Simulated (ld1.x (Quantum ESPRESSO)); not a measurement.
# titanium (Ti): excitation energies, all-electron against TM semilocal

```json
{
  "Element": "titanium",
  "Generator": "ld1.x (Quantum ESPRESSO) 7.5",
  "Type": "norm-conserving Troullier–Martins (semilocal form)",
  "Functional": "PBEsol",
  "Relativity": "scalar-relativistic",
  "Frozen core": "[Ar]",
  "Valence charge": "4",
  "Reference configuration": "3d3 4s1 4p0",
  "Partial waves": "4s (bound): rc 2.15 bohr; 3d (bound): rc 1.15 bohr; 4p (bound, empty): rc 3.60 bohr",
  "Local potential": "the p channel",
  "Core correction": "none"
}
```

Energies are relative to the spin-unpolarised reference configuration 3d3 4s1 4p0; without spin polarisation the order of configurations can differ from experiment.

```csv
valence configuration,charge,ΔE all-electron (eV),error AE − PS (meV)
3d2 4s2 4p0,0,-1.102,-35
3d2 4s1 4p0,+1,6.257,-15
3d2 4s0 4p0,+2,19.728,+61
3d1 4s0 4p0,+3,46.624,-90
3d2 4s1 4p1,0,1.991,-59
```

(1) What are ΔE and the potential's error for 3d1 4s2 4p1?

(2) What are ΔE and the potential's error for 3d2 4s0 4p2?

Results:

(1) ΔE = 3.595 eV all-electron; the error (AE − PS) is -189 meV.

(2) ΔE = 5.204 eV all-electron; the error (AE − PS) is -91 meV.

ld1.x printed “convergence not achieved” for 4 of the counted tests; their residual had stalled under 1e-8, short of the target of 1e-14.
